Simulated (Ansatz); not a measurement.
```xyz
9

C     1.471   -0.697    0.079
Se    0.709    0.905    0.902
Ge   -1.424    0.712   -0.051
H     0.925   -1.584    0.396
H     2.500   -0.761    0.429
H     1.463   -0.608   -1.006
H    -2.248    1.899    0.464
H    -2.073   -0.618    0.373
H    -1.323    0.751   -1.586
```

Total charge 0; spin multiplicity 1.

**Question.** List the r2SCAN/def2-TZVPP orbital energies in eV (Ansatz 0.2.0). (Best estimate.)

**Answer.** Computed: Occupied: -12333.87, -10834.47, -1574.52, -1411.77, -1411.74, -1411.68, -1349.57, -1199.64, -1199.61, -1199.61, -273.88, -210.63, -167.75, -154.10, -154.01, -153.79, -117.48, -117.41, -117.41, -54.47, -54.46, -54.29, -54.22, -54.18, -30.75, -30.73, -30.71, -30.65, -30.64, -19.63, -16.44, -13.90, -10.94, -10.89, -9.39, -8.90, -8.53, -7.49, -5.59. Lowest empty: -0.77, -0.11, 0.47, 1.09, 1.10, 2.39, 2.80, 3.17.
